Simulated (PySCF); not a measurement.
PySCF input for HO, SMILES [OH], multiplicity 2, TDA-B3LYP/def2-TZVPD. Geometry: B3LYP-D3(BJ)/def2-TZVPD.

```python
import numpy as np
from pyscf import gto, scf, dft, tdscf

mol = gto.M(
    atom='''
    O     0.00000000    0.00000000   -0.10853378
    H     0.00000000    0.00000000    0.86827027
    ''',
    basis='def2-TZVPD',
    charge=0,
    spin=1,
    max_memory=2000,
    verbose=4,
)
mf = dft.UKS(mol, xc='b3lyp').density_fit(auxbasis='def2-universal-jkfit')
mf.grids.level = 3
mf.conv_tol = 1e-9
mf.max_cycle = 100
mf.kernel()
for _ in range(3):  # follow internal instabilities
    mo, _, stable, _ = mf.stability(return_status=True, nroots=6)
    if stable:
        break
    mf.kernel(mf.make_rdm1(mo, mf.mo_occ))
mf.grids = dft.Grids(mol).set(level=1).build(with_non0tab=True)  # coarser grid for the response kernel
td = tdscf.TDA(mf)
td.nstates = 10
td.conv_tol = 1e-5
td.kernel(x0=td.get_init_guess(mf, 16))
td.analyze()
```

Program output:

```
PySCF version 2.14.0

[INPUT] verbose = 4
[INPUT] num. atoms = 2
[INPUT] num. electrons = 9
[INPUT] charge = 0
[INPUT] spin (= nelec alpha-beta = 2S) = 1
[INPUT] symmetry False subgroup None
[INPUT] Mole.unit = angstrom
[INPUT] Symbol           X                Y                Z      unit          X                Y                Z       unit  Magmom
[INPUT]  1 O      0.000000000000   0.000000000000  -0.108533780000 AA    0.000000000000   0.000000000000  -0.205099119464 Bohr   0.0
[INPUT]  2 H      0.000000000000   0.000000000000   0.868270270000 AA    0.000000000000   0.000000000000   1.640793012402 Bohr   0.0

nuclear repulsion = 4.33394772202265
number of shells = 19
number of NR pGTOs = 66
number of NR cGTOs = 49
basis = def2-TZVPD
ecp = {}


[settings echo left out]
init E= -75.6490782956246
  alpha nocc = 5  HOMO = -0.39151812961167  LUMO = -0.00780270770994917

WARN: beta  nocc = 4  HOMO -0.391518129611718 >= LUMO -0.391518129611666


WARN: HOMO -0.39151812961167 >= LUMO -0.391518129611666

cycle= 1 E= -75.7467131510723  delta_E= -0.0976  |g|= 0.242  |ddm|= 0.613
  alpha nocc = 5  HOMO = -0.282599325566423  LUMO = 0.00206902033318102
  beta  nocc = 4  HOMO = -0.259695405832716  LUMO = -0.127975533080253
  HOMO = -0.259695405833  LUMO = -0.12797553308  gap/eV = 3.58428
cycle= 2 E= -75.736068932106  delta_E= 0.0106  |g|= 0.305  |ddm|= 0.287
  alpha nocc = 5  HOMO = -0.363470476150013  LUMO = -0.00302941909530574
  beta  nocc = 4  HOMO = -0.338888143855279  LUMO = -0.196895392209136
  HOMO = -0.338888143855  LUMO = -0.196895392209  gap/eV = 3.86382
cycle= 3 E= -75.7701170995499  delta_E= -0.034  |g|= 0.0248  |ddm|= 0.158
  alpha nocc = 5  HOMO = -0.355483709884368  LUMO = 0.00098367522916476
  beta  nocc = 4  HOMO = -0.330368143397905  LUMO = -0.18525532580766
  HOMO = -0.330368143398  LUMO = -0.185255325808  gap/eV = 3.94872
cycle= 4 E= -75.7703409768194  delta_E= -0.000224  |g|= 0.00536  |ddm|= 0.0127
  alpha nocc = 5  HOMO = -0.356297276421799  LUMO = 0.000347082035922597
  beta  nocc = 4  HOMO = -0.330631574650809  LUMO = -0.18493808622469
  HOMO = -0.330631574651  LUMO = -0.184938086225  gap/eV = 3.96452
cycle= 5 E= -75.7703548874111  delta_E= -1.39e-05  |g|= 0.000817  |ddm|= 0.00357
  alpha nocc = 5  HOMO = -0.35638515714944  LUMO = 0.000342345539998234
  beta  nocc = 4  HOMO = -0.330370036294561  LUMO = -0.184792809760076
  HOMO = -0.330370036295  LUMO = -0.18479280976  gap/eV = 3.96136
cycle= 6 E= -75.7703557095726  delta_E= -8.22e-07  |g|= 0.000204  |ddm|= 0.00107
  alpha nocc = 5  HOMO = -0.356445074556341  LUMO = 0.000349187073481971
  beta  nocc = 4  HOMO = -0.33033357887367  LUMO = -0.184788372606114
  HOMO = -0.330333578874  LUMO = -0.184788372606  gap/eV = 3.96049
cycle= 7 E= -75.7703557688015  delta_E= -5.92e-08  |g|= 2.69e-05  |ddm|= 0.000348
  alpha nocc = 5  HOMO = -0.356446340787784  LUMO = 0.000345726603988794
  beta  nocc = 4  HOMO = -0.330333542322769  LUMO = -0.18478871398132
  HOMO = -0.330333542323  LUMO = -0.184788713981  gap/eV = 3.96048
cycle= 8 E= -75.7703557697934  delta_E= -9.92e-10  |g|= 4.32e-06  |ddm|= 5.01e-05
  alpha nocc = 5  HOMO = -0.356445696021993  LUMO = 0.000346104492912502
  beta  nocc = 4  HOMO = -0.330334769795691  LUMO = -0.184789062257217
  HOMO = -0.330334769796  LUMO = -0.184789062257  gap/eV = 3.96050
Extra cycle  E= -75.7703557698185  delta_E= -2.51e-11  |g|= 2.38e-06  |ddm|= 6.29e-06
converged SCF energy = -75.7703557698185  <S^2> = 0.75260761  2S+1 = 2.0026059
uhf_internal: lowest eigs of H = [7.53555632e-05 2.93312375e-01 5.17683609e-01 5.95906421e-01
 6.95353979e-01 7.14937775e-01]
<class 'pyscf.df.df_jk.DFUKS'> wavefunction is stable in the internal stability analysis
tot grids = 7656


******** <class 'pyscf.tdscf.uks.TDA'> for <class 'pyscf.df.df_jk.DFUKS'> ********
nstates = 10
deg_eia_thresh = 1.000e-03
wfnsym = None
conv_tol = 1e-05
eigh lindep = 1e-12
eigh level_shift = 0
eigh max_cycle = 100


Excitation energies (eV)
[ 0.34993165  4.28617731  7.31512506  8.02914469  9.86820864  9.91095089
  9.94719265 10.03946983 10.46298848 10.62497427]

** Excitation energies and oscillator strengths **
Excited State   1:      0.34993 eV   3543.10 nm  f=0.0000
       4b ->    5b     -0.99574
Excited State   2:      4.28618 eV    289.27 nm  f=0.0018
       3b ->    5b      0.99555
Excited State   3:      7.31513 eV    169.49 nm  f=0.0089
       5a ->    6a     -0.30518
       4b ->    6b      0.94134
Excited State   4:      8.02914 eV    154.42 nm  f=0.0329
       5a ->    6a     -0.94367
       4b ->    6b     -0.31408
Excited State   5:      9.86821 eV    125.64 nm  f=0.0008
       5a ->    8a      0.35203
       4b ->    7b     -0.92375
Excited State   6:      9.91095 eV    125.10 nm  f=0.0215
       4a ->    6a      0.99101
Excited State   7:      9.94719 eV    124.64 nm  f=0.0114
       4b ->    8b     -0.98580
       4b ->   10b     -0.12827
Excited State   8:     10.03947 eV    123.50 nm  f=0.0000
       4b ->    9b     -0.99231
Excited State   9:     10.46299 eV    118.50 nm  f=0.0000
       5a ->    7a      0.99550
Excited State  10:     10.62497 eV    116.69 nm  f=0.0144
       5a ->    9a     -0.98457
       5a ->   10a     -0.12932

** Transition electric dipole moments (AU) **
state          X           Y           Z        Dip. S.      Osc.
  1        -0.0000      0.0000     -0.0000      0.0000      0.0000
  2         0.0295     -0.1292      0.0000      0.0176      0.0018
  3         0.2176      0.0497      0.0000      0.0498      0.0089
  4        -0.3986     -0.0911     -0.0000      0.1672      0.0329
  5        -0.0000      0.0000      0.0576      0.0033      0.0008
  6        -0.0663      0.2900     -0.0000      0.0885      0.0215
  7         0.2106      0.0481     -0.0000      0.0467      0.0114
  8         0.0000      0.0000      0.0002      0.0000      0.0000
  9        -0.0000     -0.0000     -0.0000      0.0000      0.0000
 10         0.2295      0.0525     -0.0000      0.0554      0.0144

** Transition velocity dipole moments (imaginary part, AU) **
state          X           Y           Z        Dip. S.      Osc.
  1         0.0000      0.0000     -0.0000      0.0000      0.0000
  2        -0.0062      0.0273      0.0000      0.0008      0.0033
  3         0.0659      0.0151      0.0000      0.0046      0.0113
  4        -0.1250     -0.0286     -0.0000      0.0164      0.0372
  5        -0.0000      0.0000      0.0251      0.0006      0.0012
  6        -0.0275      0.1201     -0.0000      0.0152      0.0278
  7         0.0800      0.0183     -0.0000      0.0067      0.0123
  8         0.0000      0.0000      0.0001      0.0000      0.0000
  9        -0.0000     -0.0000     -0.0000      0.0000      0.0000
 10         0.0911      0.0208     -0.0000      0.0087      0.0149

** Transition magnetic dipole moments (imaginary part, AU) **
state          X           Y           Z
  1         0.0000      0.0000      1.0019
  2         0.9352      0.2138     -0.0000
  3         0.0101     -0.0444      0.0000
  4        -0.0205      0.0898     -0.0000
  5         0.0000      0.0000      0.0001
  6         0.0962      0.0220     -0.0000
  7         0.0020     -0.0088      0.0000
  8         0.0000     -0.0000     -0.0110
  9        -0.0000      0.0000     -0.0171
 10         0.0015     -0.0065     -0.0000
```

Self-consistency was reached.

Cost: around 13 core-seconds (rough).
